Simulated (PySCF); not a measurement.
SMILES C[Si](C)([CH2][GeH3])C, GFN2-xTB optimised geometry.

```
20

Si    -1.28    -0.23    -1.51
C     -2.07     1.49    -1.25
C     -1.77    -1.39    -0.08
C     -1.85    -0.96    -3.18
C      0.63    -0.04    -1.53
Ge     1.35     0.95     0.00
H     -3.16     1.44    -1.30
H     -1.74     2.19    -2.01
H     -1.80     1.89    -0.28
H     -1.35    -2.38    -0.22
H     -2.85    -1.49    -0.01
H     -1.41    -1.01     0.87
H     -1.60    -0.31    -4.01
H     -2.92    -1.11    -3.19
H     -1.39    -1.93    -3.36
H      1.09    -1.03    -1.55
H      0.94     0.46    -2.44
H      0.92     0.37     1.31
H      2.85     0.95     0.00
H      0.92     2.38     0.00
```

Density from PBE0/def2-SVP run with PySCF at that geometry.

Minimum of the electron density along straight lines between bonded atoms, close to the bond critical point (lines longer than 1.1 times the sum of covalent radii, or with two minima, are not listed):

| bond | length / Å | ρ at the minimum / e bohr⁻³ | ∇²ρ there / e bohr⁻⁵ | position (fraction from the first atom) |
|---|---|---|---|---|
| Si1–C2 | 1.906 | 0.110 | 0.32 | 0.38 |
| Si1–C3 | 1.907 | 0.110 | 0.32 | 0.38 |
| Si1–C4 | 1.908 | 0.109 | 0.31 | 0.38 |
| Si1–C5 | 1.913 | 0.107 | 0.32 | 0.38 |
| C5–Ge6 | 1.961 | … | … | 0.53 |
| C2–H7 | 1.086 | 0.271 | -0.97 | 0.62 |
| C2–H8 | 1.086 | 0.271 | -0.96 | 0.62 |
| C2–H9 | 1.087 | 0.271 | -0.96 | 0.62 |
| C3–H10 | 1.086 | 0.271 | -0.96 | 0.62 |
| C3–H11 | 1.086 | 0.271 | -0.96 | 0.62 |
| C3–H12 | 1.086 | 0.271 | -0.97 | 0.62 |
| C4–H13 | 1.086 | 0.271 | -0.96 | 0.62 |
| C4–H14 | 1.085 | 0.272 | -0.97 | 0.62 |
| C4–H15 | 1.086 | 0.271 | -0.96 | 0.62 |
| C5–H16 | 1.090 | 0.268 | -0.93 | 0.62 |
| C5–H17 | 1.089 | 0.268 | -0.93 | 0.62 |
| Ge6–H18 | 1.496 | 0.141 | 0.08 | 0.59 |
| Ge6–H19 | 1.502 | 0.140 | 0.08 | 0.59 |
| Ge6–H20 | 1.496 | 0.141 | 0.08 | 0.59 |

**Question.** Complete the blanks.

**Answer.** 
- C5–Ge6, ρ at the minimum / e bohr⁻³: 0.125
- C5–Ge6, ∇²ρ there / e bohr⁻⁵: 0.04
